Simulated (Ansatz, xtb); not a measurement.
Two structures of C2BeSe2

Structure I: a singlet given by its coordinates. Structure II: a singlet given by its coordinates. Both are isolated molecules in the gas phase, relaxed with PBE-D3(BJ)/def2-SVP.

I (Å):

```yaml
atoms:
  - { symbol: C, position_ang: [-0.1191, -0.0457, -0.6928] }
  - { symbol: C, position_ang: [-0.6933, 0.5546, 0.3086] }
  - { symbol: Be, position_ang: [0.5149, -0.7354, -1.9903] }
  - { symbol: Se, position_ang: [1.5857, -1.3824, -0.4421] }
  - { symbol: Se, position_ang: [-1.4964, 1.3777, 1.5895] }
```

Close contacts (Å): C1–C2 1.30, C1–Be3 1.60, C1–Se4 2.18, C2–Se5 1.72, Be3–Se4 1.99.

II (Å):

| atom | x (Å) | y (Å) | z (Å) |
| --- | --- | --- | --- |
| C | -1.6805 | -0.3263 | 0.1539 |
| C | -0.8117 | -0.0470 | -0.7297 |
| Be | -0.5268 | 0.4237 | 1.0458 |
| Se | 0.7581 | 0.6150 | -1.4682 |
| Se | 1.3390 | 1.3297 | 0.8161 |

Close contacts (Å): C1–C2 1.27, C1–Be3 1.64, C2–Be3 1.86, C2–Se4 1.86, Be3–Se5 2.09, Se4–Se5 2.46.

Problem. Estimate which is lower in electronic energy at CCSD(T)/def2-SVP + ΔMP2/def2-TZVPP, and by roughly how much.

Solution. The CCSD(T)/def2-SVP + ΔMP2/def2-TZVPP calculation puts structure II lower, by 0.872 eV.

Level by level:

| level | geometry | E(II) − E(I) (eV) | departure from the last row (eV) | job, with rough time for the two |
| --- | --- | --- | --- | --- |
| PBE-D3(BJ)/def2-SVP | PBE-D3(BJ)/def2-SVP | −0.502 | +0.370 | optimisation, 84 s |
| HF/def2-SVP | PBE-D3(BJ)/def2-SVP | −0.957 | −0.085 | part of the CCSD(T) run |
| MP2/def2-SVP | PBE-D3(BJ)/def2-SVP | −0.801 | +0.071 | part of the CCSD(T) run |
| CCSD(T)/def2-SVP | PBE-D3(BJ)/def2-SVP | −0.819 | +0.053 | single point |
| CCSD(T)/def2-SVP + ΔMP2/def2-TZVPP | PBE-D3(BJ)/def2-SVP | −0.872 |  | single point, 3.7 min |

The levels shown agree on the order. The largest departure from CCSD(T)/def2-SVP + ΔMP2/def2-TZVPP is that of PBE-D3(BJ)/def2-SVP, 0.370 eV. Levels run at GFN2-xTB geometries aren't shown. The last row adds to CCSD(T) the change of the MP2 difference between the two basis sets, here −0.053 eV.

With harmonic frequencies from PBE-D3(BJ)/def2-SVP (ideal gas, rigid rotor, one conformer each, 298.15 K, 1 atm): on the last row, ΔE + ΔZPE = −0.867, ΔH = −0.875, ΔG = −0.831 eV.

The correlated steps freeze 20 core orbitals; the filled d shell of Se is correlated; the last core shell of Be is correlated, in a basis made for valence electrons. Run with Ansatz 0.2.0; the last row on 1 thread of AMD EPYC (Zen 3) on a shared host.
